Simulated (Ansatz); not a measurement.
Basis-set series for Cl₂HNbO₂, SMILES `[O]=[Nb]([OH])([Cl])[Cl]`. The species carries charge 0 and has multiplicity 1. Nb: def2 effective core potential. All single points use the PBE0-D4/def2-TZVP geometry. It is one conformer, not always the lowest.

| functional | basis | functions | energy (Eh) | HOMO (eV) | LUMO (eV) |
| --- | --- | --- | --- | --- | --- |
| PBE0-D4 | def2-SVP | 100 | -1127.81039 | -9.41 | -2.49 |
| PBE0-D4 | def2-TZVPP | 216 | -1128.32930 | -9.46 | -2.55 |
| ωB97M-V | def2-SVP | 100 | -1128.10146 | -11.59 | -0.35 |
| ωB97M-V | def2-TZVPP | 216 | -1128.62020 | -11.69 | -0.46 |

(1) Give the rows for def2-QZVPP. (Best estimate.)

Answers

(1) The calculation gave: 
```tsv
functional	basis	functions	energy (Eh)	HOMO (eV)	LUMO (eV)
PBE0-D4	def2-QZVPP	365	-1128.36790	-9.47	-2.57
ωB97M-V	def2-QZVPP	365	-1128.65710	-11.72	-0.50
```

Computed with Ansatz.
